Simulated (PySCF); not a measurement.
Gas-phase reaction: Ge₂O₂ + 6 OH → Ge₂H₆ + 4 O₂

Computed with PySCF and rigid-rotor harmonic-oscillator thermochemistry at 1 bar. † marks an energy on the PBE0/def2-TZVP geometry and frequencies. Open shells (unrestricted): OH (multiplicity 2, electronic degeneracy 4), O₂ (multiplicity 3); the rest are closed-shell singlets. Spin-orbit splitting is ignored; it lowers the true energy and changes the entropy of OH. B3LYP is the form with VWN-RPA correlation. Ge: all electrons, no relativistic terms. Ge₂O₂: computed as isolated molecules; such fragments, hydroxides, amides, oligomers or adducts are transient or little studied in the gas. The harmonic model lacks anharmonicity and excited electronic states, which grow with temperature; levels with a mode under 35 cm⁻¹ are left out. Internal rotation in Ge₂H₆ is treated as a harmonic vibration of one conformer, which makes the entropy rough.

```
level               ΔE electronic, kJ  ΔH°(298 K), kJ  ΔS°(298 K), J/K  ΔG°(800 K), kJ
------------------  -----------------  --------------  ---------------  --------------
B3LYP/def2-TZVP†                  118             113             -282             345
BLYP/def2-TZVP†                    49              44             -282             276
HF/def2-TZVP†                     479             474             -282             706
PBE0/def2-SVP†                    -59             -64             -282             168
LDA/def2-TZVP†                   -216            -221             -282              11
ωB97M-V/def2-TZVP†                138             133             -282             365
ωB97X-V/def2-TZVP†                 48              43             -282             275
```
ΔH° is lowest at LDA/def2-TZVP† and highest at HF/def2-TZVP†. No reference value is set beside these.
